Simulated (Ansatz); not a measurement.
C$_{2}$H$_{3}$Ga, SMILES `[CH]1=[CH][GaH]1` from Hartree–Fock to CCSD(T)

```xyz
6

C     0.6411   -0.4763   -0.3794
C    -0.7016   -0.3049   -0.4433
Ga    0.0637    0.8215    0.8652
H     1.3050   -1.1319   -0.9411
H    -1.4533   -0.7799   -1.0722
H     0.1451    1.8714    1.9709
```

The species carries charge 0 and has multiplicity 1. Correlated methods include outer-core shells of Ga, which these sets cover unevenly. Scalar relativity is left out up to krypton. The structure was optimised at the PBE0-D4/def2-TZVP level. Frozen core, restricted reference, Ansatz.

| basis | HF (Eh) | MP2 corr. | CCSD corr. | (T) | CCSD(T) total |
| --- | --- | --- | --- | --- | --- |
| def2-SVP | -2000.31817 | -0.47266 | -0.48416 | -0.02054 | -2000.82287 |
| def2-TZVPP | -2000.65363 | -0.54148 | -0.55220 | -0.02792 | -2001.23375 |
| def2-QZVPP | -2000.69702 | -0.80843 | – | – | – |
